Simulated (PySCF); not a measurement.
Compound: C7H15B.
Numbering: `[CH3:1][C:2]([CH3:3])([CH3:4])[BH:5][CH:6]1[CH2:7][CH2:8]1` (hydrogens: H9, H10, H11 on C1; H12, H13, H14 on C3; H15, H16, H17 on C4; H18 on B5; H19 on C6; H20, H21 on C7; H22, H23 on C8)

Computed, not measured: PBE0-D3(BJ)/def2-SVP geometry optimisation, gas phase in PySCF 2.14.0.

Question: List the bond lengths, angles and torsions at this level.

Answer: 
```json
{"bond": "C1–C2, C2–C4", "length (Å)": "1.532", "order": "single"}
{"bond": "C2–C3", "length (Å)": "1.539", "order": "single"}
{"bond": "C2–B5", "length (Å)": "1.582", "order": "single"}
{"bond": "B5–C6", "length (Å)": "1.536", "order": "single"}
{"bond": "C6–C7, C6–C8", "length (Å)": "1.529", "order": "single"}
{"bond": "C7–C8", "length (Å)": "1.474", "order": "single"}
{"bond": "C1–H9 and 8 like bonds", "length (Å)": "1.103", "order": "single"}
{"bond": "B5–H18", "length (Å)": "1.219", "order": "single"}
{"bond": "C6–H19", "length (Å)": "1.095", "order": "single"}
{"bond": "C7–H20, C8–H22", "length (Å)": "1.093", "order": "single"}
{"bond": "C7–H21, C8–H23", "length (Å)": "1.093", "order": "single"}
```

Bonds in one row agree within 0.01 Å and their mean is given. Orders are formal, as drawn. A selection of angles:
```json
{"angle": "C2–C1–H9", "degrees": "111.6"}
{"angle": "H9–C1–H10", "degrees": "107.5"}
{"angle": "C1–C2–C3", "degrees": "109.6"}
{"angle": "C1–C2–B5", "degrees": "113.9"}
{"angle": "C3–C2–B5", "degrees": "105.8"}
{"angle": "C4–C2–B5", "degrees": "108.6"}
{"angle": "C2–C3–H12", "degrees": "110.2"}
{"angle": "C2–B5–C6", "degrees": "126.4"}
{"angle": "C2–B5–H18", "degrees": "117.0"}
{"angle": "C6–B5–H18", "degrees": "116.6"}
{"angle": "B5–C6–C7", "degrees": "116.6"}
{"angle": "B5–C6–H19", "degrees": "119.9"}
{"angle": "C7–C6–C8", "degrees": "57.6"}
{"angle": "C7–C6–H19", "degrees": "114.4"}
{"angle": "C8–C6–H19", "degrees": "114.7"}
{"angle": "C6–C7–C8", "degrees": "61.0"}
{"angle": "C6–C7–H20", "degrees": "117.6"}
{"angle": "C6–C7–H21", "degrees": "116.1"}
{"angle": "C8–C7–H20", "degrees": "118.7"}
{"angle": "C8–C7–H21", "degrees": "118.7"}
{"angle": "H20–C7–H21", "degrees": "114.4"}
{"angle": "C7–C8–H23", "degrees": "118.5"}
```

Dihedral angles: C1–C2–B5–C6 6° (synperiplanar); C2–B5–C6–C7 141° (anticlinal); B5–C6–C7–C8 108° (anticlinal); B5–C6–C8–C7 -105° (anticlinal). The mirror-image conformer, all signs reversed, is as good.

Of the pairs four or more bonds apart, C1···H19 is among the closest relative to their van der Waals radii: 2.81 Å, 97 % of the sum of Bondi's values. The 2 B–C bonds span 1.536 Å (B5–C6, drawn single) to 1.582 Å (C2–B5, drawn single), a spread of 0.046 Å. The C–C distances run from 1.474 Å (C7–C8, drawn single) to 1.539 Å (C2–C3, drawn single), a spread of 0.065 Å. B5 (three-coordinate boron) is planar (angles 126.4°, 117.0° and 116.6°, sum 360.0°, 0.01 Å off the plane of its three neighbours). The 3-membered ring C6–C7–C8 has internal angles of 57.6° to 61.4°.

Point group: near Cs, missed by 0.33 Å at most; the miss may be what the optimiser left on a soft mode. Stationary, but not proved a minimum. The numbers are those of one conformer.
